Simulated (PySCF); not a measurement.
# AsH₂: PBE0 against B3LYP

Base calculation in PySCF with density fitting and no spin–orbit coupling, PBE0/def2-TZVP (no relativity): doublet, C2v, As–H 1.526 Å (×2); H–As–H 90.7°; wavenumbers 1005, 2196, 2209 cm⁻¹; dipole moment 0.30 D, polar-tensor charge of As 0.23 e, atomisation energy (no zero-point energy) 579 kJ/mol.

Question: What changes on going to B3LYP/def2-TZVP (no relativity)?

Answer: The point group stays the same. Changes: mean bond to As +0.004 Å, smallest bond angle +0.1 degrees, highest wavenumber -40 cm⁻¹, lowest wavenumber +2 cm⁻¹, dipole moment -0.11 D, polar-tensor charge of As +0.02 e, atomisation energy (no zero-point energy) +25 kJ/mol. The new structure has As–H 1.530 Å (×2); H–As–H 90.8°, with wavenumbers 1007, 2159, 2169 cm⁻¹.

Only the bonding shown was studied: isomers, or loss of a ligand pair, can lie lower.
